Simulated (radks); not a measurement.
Problem. The mean radii <r> (bohr) of the occupied orbitals of an atom or ion are listed with their occupations. Method: scalar-relativistic Kohn-Sham, PBEsol, spin-polarised, spherical densities, finite nucleus; Fermi nuclear charge, rms radius of each element as measured or else 0.836 A^(1/3) + 0.57 fm; computed with a radial shooting solver on a logarithmic mesh with Libxc functionals.

orbital  occ.      <r>
1s up       1  0.04325

Name the element and its charge. Open shells, if any, are filled with parallel spins first.

Solution. Z = 34, selenium, charge +33: Se33+ in 1s1. The 1s radius gives Z: for a bare nucleus <r> = (2 gamma + 1)/(2Z) with gamma = sqrt(1 - (Z/c)^2), 0.0432 bohr for Z = 34, and the self-interaction of the functional makes it slightly larger (0.04325 here). The occupations add up to 1, and the charge is Z minus that.
